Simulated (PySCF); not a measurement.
AgF, SMILES [F][Ag], multiplicity 1. Geometry optimised at PBE-D3(BJ)/def2-TZVPD. The spin state was assumed, not searched. The def2 effective core potentials stand for the cores of Ag; spin–orbit coupling is left out.

These are PBE-D3(BJ)/def2-TZVPD in PySCF 2.14.0 values and carry that method's errors.

Harmonic wavenumbers (cm⁻¹): 476. Rotational constants (GHz): 7.840 (linear); symmetry number 1.

Work out the zero-point energy and the ideal-gas rigid-rotor harmonic-oscillator thermochemistry at 298.15 K and 1 atm.

ZPE = ½ Σ hcν = ½ × 476 cm⁻¹ = 0.68 kcal/mol. H − E(el) = 2.91 kcal/mol. Entropy in cal/(mol K): translation 40.43, rotation 15.25, vibration 0.72, total 56.40. G − E(el) = -13.91 kcal/mol. Cp = 8.26 cal/(mol K).
